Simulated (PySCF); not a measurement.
## Structure from NMR data

The spectra below were simulated for a compound C₅H₁₁N₃Si.

¹H NMR (600 MHz, computed): δ 7.75 (s, 1H), 5.36 (sept, 1H), 2.56 (s, 3H), 0.43 (d, 6H).

¹³C{¹H} NMR (computed): δ 154.5 (C), 146.6 (CH), 15.1 (CH3), 0.1 (CH3).

- GIAO PBE0/pcSseg-1 shieldings
- GFN2-xTB structure
- code: PySCF 2.14
- non-relativistic, fast rotation and ring inversion assumed for equivalent nuclei, no solvent model, a single conformation

Shifts are taken against calculated references (same method and geometry level): TMS for ¹H (31.72 ppm), ¹³C (186.93 ppm).

Problem. Propose a structure and justify it.

Solution. 
The formula gives 3 degrees of unsaturation (1 ring in the answer). 4 carbon signals for 5 carbons: some carbons are equivalent by symmetry or fast rotation. Carbon types of the structure: 1 × C, 1 × CH, 3 × CH3, leaving 1 H on heteroatoms. δC 154.5: substituted aromatic carbon next to a ring nitrogen. δC 146.6: aromatic CH between two ring heteroatoms. δC 15.1: methyl carbon on an aromatic ring; saturated and bonded to C and H only. δC 0.1: methyl carbon bonded to Si; an electropositive neighbour leaves it electron-rich and shielded. δH 7.75: hydrogen on an aromatic CH between two ring heteroatoms; it sits in the deshielding region of the aromatic ring current. δH 2.56: hydrogen on a methyl carbon on an aromatic ring; benzylic-type position, deshielded by the ring. δH 0.43: hydrogen on a methyl carbon bonded to Si; an electropositive neighbour shields it, as in TMS itself.

Structure: `Cc1nncn1[SiH](C)C`.

The data come from this structure; uniqueness wasn't tested.

Shifts are as computed. Against solution values, carbons near 30 ppm lie about +3 ppm off and those near 130 ppm about +5 ppm. Of 1211 compounds with measured shifts, 218 miss one by over three times the rms of a fit or turn the order of signals round; such compounds aren't used in these exercises. Multiplicities follow the n + 1 count of equivalent neighbours, as no J values were calculated; m marks all less simple cases, F and P coupling included.
